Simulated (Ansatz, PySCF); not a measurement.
Dissociation curve of SMILES [BeH2] (H2Be). The Be1–H3 bond (Be1 also carries H; H3 carries nothing else) is stretched with both fragments frozen at the PBE0/def2-TZVP optimised geometry.

Levels of theory: RHF/cc-pVTZ (PySCF); UHF/cc-pVTZ (PySCF); RKS-B3LYP = restricted B3LYP/cc-pVTZ in PySCF; UKS-B3LYP = unrestricted B3LYP/cc-pVTZ in PySCF; RKS-TPSSh = restricted TPSSh/cc-pVTZ in PySCF 2.14.0; UKS-TPSSh = unrestricted TPSSh/cc-pVTZ (PySCF 2.14.0); UCCSD = CCSD on UHF/cc-pVTZ, frozen core (Ansatz, a first-principles code); UCCSD(T) = CCSD(T) on UHF/cc-pVTZ, frozen core (Ansatz); RKS-PBE = restricted PBE/cc-pVTZ in Ansatz; UKS-PBE = unrestricted PBE/cc-pVTZ in Ansatz; FCI = full CI/cc-pVTZ, frozen core (Ansatz).

All curves are set to zero at 1.34 Å and compared with full CI in the same basis at 1.34, 1.38, 1.43, 1.47, 1.57, 1.64, 1.80, 2.00, 2.21, 2.39, 2.64, 2.99, 3.23, 3.66, 4.07, 4.71 Å.

Order the methods by the spread of their error (largest minus smallest) over these points.

UCCSD(T) has the smallest spread and RHF the largest. In order (kJ/mol): UCCSD(T) 4.56, UCCSD 7.54, UKS-TPSSh 13.58, UKS-PBE 14.38, UKS-B3LYP 19.43, RKS-PBE 105.28, UHF 105.42, RKS-B3LYP 144.72, RKS-TPSSh 148.34, RHF 274.63.

Errors against full CI at some of the points (kJ/mol):

```json
[
 {"method": "UCCSD(T)", "1.64 Å": "0.1", "2.00 Å": "0.3", "2.64 Å": "2.1", "3.23 Å": "4.5", "4.71 Å": "0.4"},
 {"method": "UCCSD", "1.64 Å": "0.3", "2.00 Å": "1.0", "2.64 Å": "4.9", "3.23 Å": "7.5", "4.71 Å": "0.2"},
 {"method": "UKS-TPSSh", "1.64 Å": "0.9", "2.00 Å": "4.0", "2.64 Å": "13.6", "3.23 Å": "1.2", "4.71 Å": "5.5"},
 {"method": "UKS-PBE", "1.64 Å": "-2.6", "2.00 Å": "-5.3", "2.64 Å": "1.3", "3.23 Å": "-2.7", "4.71 Å": "-13.1"},
 {"method": "UKS-B3LYP", "1.64 Å": "2.8", "2.00 Å": "6.1", "2.64 Å": "19.4", "3.23 Å": "12.0", "4.71 Å": "6.6"},
 {"method": "RKS-PBE", "1.64 Å": "-2.6", "2.00 Å": "-5.3", "2.64 Å": "1.3", "3.23 Å": "27.6", "4.71 Å": "100.0"},
 {"method": "UHF", "1.64 Å": "3.1", "2.00 Å": "13.2", "2.64 Å": "-14.1", "3.23 Å": "-61.7", "4.71 Å": "-87.2"},
 {"method": "RKS-B3LYP", "1.64 Å": "2.8", "2.00 Å": "6.1", "2.64 Å": "22.0", "3.23 Å": "56.0", "4.71 Å": "144.7"},
 {"method": "RKS-TPSSh", "1.64 Å": "0.9", "2.00 Å": "4.0", "2.64 Å": "22.1", "3.23 Å": "58.7", "4.71 Å": "148.3"},
 {"method": "RHF", "1.64 Å": "3.1", "2.00 Å": "13.2", "2.64 Å": "51.6", "3.23 Å": "113.4", "4.71 Å": "274.6"}
]
```

The restricted form behind RHF, RKS-B3LYP, RKS-TPSSh, RKS-PBE keeps the bonding electrons paired and can't separate into open-shell fragments. The unrestricted determinant behind UHF, UCCSD, UCCSD(T) is spin-contaminated at 2.21 to 4.71 Å (<S²> up to 1.0, against 0.00 for a pure singlet). At the longest distance RKS-B3LYP, RKS-TPSSh leaves fractional charges on the fragments, a sign of delocalisation error or of the restricted form. The unrestricted determinant behind UKS-B3LYP is spin-contaminated at 2.64 to 4.71 Å (<S²> up to 1.0, against 0.00 for a pure singlet). The unrestricted determinant behind UKS-TPSSh is spin-contaminated at 2.64 to 4.71 Å (<S²> up to 0.9, against 0.00 for a pure singlet). The unrestricted determinant behind UKS-PBE is spin-contaminated at 2.99 to 4.71 Å (<S²> up to 1.0, against 0.00 for a pure singlet).
